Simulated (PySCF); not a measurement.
## Correlation energy of Tm²⁺ (thulium, charge +2)

[Xe] 4f13, 2F determinant. All numbers are calculated (PySCF 2.14, the spin-free X2C one-electron Hamiltonian (Gaussian nucleus), in cc-pVDZ-X2C). Frozen: [Kr] 4d10; 21 electrons correlated.

| level | correlation energy (mhartree) |
| --- | --- |
| CCSD | -801.71 |
| (T) | -26.54 |
| CCSD(T) | -828.25 |

Diagnostics: T1 = 0.014, D1 = 0.0276, largest double amplitude 0.022.

Spin-orbit coupling, absent here, splits the open shell strongly.

Cost of the coupled-cluster step: roughly 40 core-seconds, for 21 correlated electrons.
